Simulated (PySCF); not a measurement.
Compound: C4H6FOS (doublet state).
Geometry (GFN2-xTB, Å), atoms numbered from 1 in this order:
```xyz
13
C4H6FOS angstrom
C      2.0607   -0.1760   -0.1805
C      0.6633   -0.7211   -0.3422
O      0.4251   -1.9206   -0.4598
C     -0.4095    0.2299   -0.3548
S     -0.1096    1.9151   -0.1936
C     -1.7933   -0.3108   -0.5148
F     -2.7536    0.6669   -0.5191
H      2.7689   -0.9990   -0.1883
H      2.1455    0.3670    0.7589
H      2.2922    0.5103   -0.9928
H     -1.3856    2.3022   -0.2696
H     -2.0293   -1.0005    0.3061
H     -1.8791   -0.8628   -1.4600
```

The hyperfine couplings belong to this conformer and change with its torsions.

Identity: `CC(=O)[C](S)CF` [radical].

Level of theory: UKS B3LYP, pcH-1 on C F H O S, non-relativistic, mean-field spin-orbit, GIAO in PySCF. The structure is a single GFN2-xTB conformer in the gas phase; no vibrational or solvent corrections. A GFN2-xTB geometry isn't a minimum of the functional, and hyperfine couplings can be far from their values at a DFT geometry. Stability of the SCF solution: not tested.

(1) The isotropic 13C couplings are +58.7, -26.5, -24.5, -3.8 MHz. Assign them to C1; C2; C4; C6.

(2) Match the computed a_iso(1H) values +69.8, -9.3, +0.7 MHz (means over equivalent nuclei) with the sites H8/H9/H10; H11; H12/H13.

Answers

(1) 
| site | a_iso (MHz) | ρ(0) (bohr⁻³) | position | distance from C4 (Å) | spin population | largest \|T\| (MHz) |
| --- | --- | --- | --- | --- | --- | --- |
| C1 | -3.8 | -0.0034 | 2 bonds from C4 | 2.51 | 0.00 | 1.1 |
| C2 | -26.5 | -0.0236 | 1 bond from C4 | 1.43 | -0.04 | 3.4 |
| C4 | +58.7 | +0.0520 | largest spin population | 0.00 | +0.59 | 106.8 |
| C6 | -24.5 | -0.0218 | 1 bond from C4 | 1.49 | -0.05 | 1.5 |

(2) 
```
     site  a_iso (MHz)  ρ(0) (bohr⁻³)                                         position  distance from C4 (Å)  bound to  spin population there  largest |T| (MHz)
H8/H9/H10         +0.7        +0.0002                                  3 bonds from C4                  3.00        C1                   0.00                3.8
      H11         -9.3        -0.0021  2 bonds from C4, on S5 of spin population +0.21                  2.29        S5                  +0.21                6.0
  H12/H13        +69.8        +0.0156                                  2 bonds from C4                  2.14        C6                  -0.05                6.2
```

ρ(0) is the spin density at the nucleus and T the dipolar tensor; a_iso includes a spin–orbit part; entries for several nuclei are means. Largest spin populations (Mulliken): C4 (+0.59), O3 (+0.24) and S5 (+0.21). Three atoms exceed +0.15. The angles at C4 add up to 360.0°, so it is planar.

β density exceeds α density at some nuclei, such as C2 (-0.0236), C6 (-0.0218) and C1 (-0.0034), spin density in bohr⁻³. In a single determinant that takes different orbitals for the two spins, that is spin polarisation.

Class means assume fast exchange of nuclei equivalent by connectivity; if that motion is slow, each nucleus keeps its own coupling.

C4, the radical centre as drawn in `CC(=O)[C](S)CF`, holds a spin population of +0.59 out of 1.

On one thread, Arm Neoverse V2 (aarch64), shared host, this took 55 s of wall time (grids of density and orbitals included) and 0.88 GiB of memory at its peak.
